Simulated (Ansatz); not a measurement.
System: C$_{3}$, net charge 0, singlet state. 
Structure (B3LYP-D3(BJ)/def2-TZVP (Ansatz, a quantum-chemistry and plane-wave program) minimum search):
```
C
C 1 1.2873
C 1 1.2873 2 180.00
```
Charge 0, spin multiplicity 1.

Basis-set convergence of Hartree-Fock and CCSD correlation energies (hartree) with Ansatz. Cores are frozen in the correlated levels unless marked. No spin-orbit coupling. Non-relativistic.

The Hartree-Fock reference is unstable (checked in the largest basis), which strains HF and MP2. 

```json
[
 {"basis": "cc-pVDZ", "functions": "42", "E(HF)": "-113.36535", "E(corr, CCSD)": "-0.34890"},
 {"basis": "cc-pVTZ", "functions": "90", "E(HF)": "-113.38966", "E(corr, CCSD)": "-0.41036"},
 {"basis": "cc-pVQZ", "functions": "165", "E(HF)": "-113.39601", "E(corr, CCSD)": "-0.43003"}
]
```

Extrapolating the two largest sets (X = 3 and 4) as X^-3: E(corr) = (64·(-0.43003) - 27·(-0.41036))/37 = -0.4444 Eh, an estimate of the basis-set limit. The largest set recovers 96.8 % of it, the smallest 78.5 %.
